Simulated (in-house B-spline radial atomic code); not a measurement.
Ionisation energies along the 70-electron series, configuration [Xe] 4f14 5d2, as differences of self-consistent energies. Dirac energy differences include first-order Breit, QED and recoil terms. NIST's values go from ground level to ground level; the uncertainty of those that are theory runs from under 0.1 % in few-electron ions to several per cent in heavy many-electron ones. Computed with a B-spline radial code for spherical atoms: Dirac-Hartree-Fock, average of the configuration, finite nuclei.

| ion | configuration after | ionisation energy (eV) | IE/(q+1)² (eV) | Breit and QED recoil part (eV) | tabulated value (eV) | tabulated kind | computed minus tabulated (eV) |
| --- | --- | --- | --- | --- | --- | --- | --- |
| Hf2+ | [Xe] 4f14 5d1 | 20.70 | 2.2998 | 0.010191 | 22.55 | tabulated theory | -1.85 |
| Ta3+ | [Xe] 4f14 5d1 | 33.99 | 2.1242 | 0.010699 | 35 | tabulated theory | -1.01 |
| W4+ | [Xe] 4f14 5d1 | ? | ? | ? | ? | semi-empirical | ? |
| Re5+ | [Xe] 4f14 5d1 | ? | ? | ? | ? | tabulated theory | ? |
| Os6+ | [Xe] 4f14 5d1 | 83.90 | 1.7122 | 0.0027372 | 85.1 | tabulated theory | -1.20 |
| Ir7+ | [Xe] 4f14 5d1 | 103.48 | 1.6168 | -0.0023848 | 105 | tabulated theory | -1.52 |
| Pt8+ | [Xe] 4f14 5d1 | ? | ? | ? | ? | tabulated theory | ? |
| Au9+ | [Xe] 4f14 5d1 | 146.70 | 1.467 | -0.016024 | 149 | tabulated theory | -2.30 |
| Hg10+ | [Xe] 4f14 5d1 | 170.27 | 1.4072 | -0.024529 | 173 | tabulated theory | -2.73 |
| Tl11+ | [Xe] 4f14 5d1 | 195.13 | 1.355 | -0.034181 | 198 | tabulated theory | -2.87 |

Problem. Fill in the row of W4+.

Solution. ionisation energy (eV): 49.06; IE/(q+1)² (eV): 1.9625; Breit and QED recoil part (eV): 0.0094066; tabulated value (eV): 51.6; computed minus tabulated (eV): -2.54.

Problem. Fill in the row of Re5+.

Solution. ionisation energy (eV): 65.74; IE/(q+1)² (eV): 1.826; Breit and QED recoil part (eV): 0.006691; tabulated value (eV): 67; computed minus tabulated (eV): -1.26.

Problem. Fill in the row of Pt8+.

Solution. ionisation energy (eV): 124.42; IE/(q+1)² (eV): 1.5361; Breit and QED recoil part (eV): -0.0086463; tabulated value (eV): 126; computed minus tabulated (eV): -1.58.

Where a p, d or f electron is removed, the computed value is a mean over both j, so it misses the tabulated one by a part of the spin-orbit splitting; averaging over terms and missing correlation add to the gap, relatively most at low charge.
